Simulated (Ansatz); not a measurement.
Total energies of the cluster PtAu2 (the lowest singlet isomer of a short search) from Ansatz at BHLYP-D4/def2-TZVP, gas phase (1 Eh = 27.2114 eV = 2625.5 kJ/mol). The reference geometry is relaxed at B3LYP-D4/def2-TZVP.

Cartesian coordinates in Å:
```
Pt -0.0402 -1.3037 0.5907
Au 1.2531 0.9192 0.3787
Au -1.2129 0.3845 -0.9694
```

```tsv
state	geometry	energy (Eh)
charge 0 singlet	reference	-390.40680
charge 1 doublet	reference	-390.14436
charge 0 triplet	relaxed at B3LYP-D4/def2-TZVP	-390.38327
charge 0 quintet	relaxed at B3LYP-D4/def2-TZVP	-390.33502
free Pt atom (triplet)	–	-119.13028
free Au atom (doublet)	–	-135.57648
```

In the def2 sets Au, Pt take a core potential; there is no spin–orbit coupling.

**Question.** Work out the vertical ionisation energy to the doublet.

**Answer.** E(charge 1 doublet) − E(charge 0 singlet) = -390.14436 − (-390.40680) = 0.26244 Eh = 7.14 eV. For comparison, −ε of the highest occupied level is 6.92 eV at this level, 0.22 eV less.

**Question.** Which of the charge 0 states is lowest, and how far above it are the others?

**Answer.** The singlet. triplet: -390.38327 − (-390.40680) = 0.02353 Eh = 61.8 kJ/mol; quintet: -390.33502 − (-390.40680) = 0.07178 Eh = 188.5 kJ/mol.

**Question.** What is the binding energy per atom against free atoms?

**Answer.** Atoms: 1 × (-119.13028) + 2 × (-135.57648) = -390.28324 Eh. Binding: -390.28324 − (-390.40680) = 0.12356 Eh = 3.36 eV, or 1.12 eV for each of 3 atoms (no zero-point energy, no counterpoise term).

The structure comes from a short search, and lower isomers may exist.
